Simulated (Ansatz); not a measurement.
Reaction (hydrogenolysis of the In–C bond): `O[CH2][InH][Br]` + H₂ → `[Br][InH2]` + CH₃OH

Gas-phase electronic energies from Ansatz, PBE0-D4/def2-TZVP geometries. CCSD(T)/CBS is the MP2 limit (def2-TZVPP, def2-QZVPP) plus CCSD(T) − MP2 in def2-TZVPP, frozen cores. This one scheme is used for every species. Functionals use def2-TZVPP. B3LYP here is the variant with VWN-RPA as its local correlation; programs differ in this. Elements past krypton have def2 core potentials. For Br, In outer-core shells are correlated without core-valence functions, which leaves a few kJ/mol of doubt a bond. Scalar relativity is left out up to krypton. Each species was taken in one conformer, which may not be the lowest.

CCSD(T)/CBS gives -39.6 kJ/mol.

(1) Another level gave -29.3 kJ/mol. Which?
A. CAM-B3LYP/def2-TZVPP
B. revPBE-D4/def2-TZVPP
C. B3LYP/def2-TZVPP
D. r2SCAN/def2-TZVPP

Largest T1 diagnostic among the species: 0.012.

Answers

(1) B. revPBE-D4 -29.3, r2SCAN -39.6, B3LYP -52.6, CAM-B3LYP -57.4 kJ/mol.

From PBE to PBE0 (25 % exact exchange), in def2-TZVPP and without D4, ΔE moves by −11.9 kJ/mol. At CCSD(T), def2-SVP lies −20.7 kJ/mol from the extrapolated value and def2-TZVPP −5.2 kJ/mol. Leaving LDA and LC-ωPBE aside and taking each functional with its dispersion term where it has one, the values, not all of them listed here, spread over 26.3 kJ/mol, from B97M-V to revPBE-D4. LDA lies +7.2 kJ/mol from PBE without D4.

CCSD(T)/CBS has its own doubt, a few kJ/mol and more with outer-core shells, so smaller differences from it don't rank the levels.
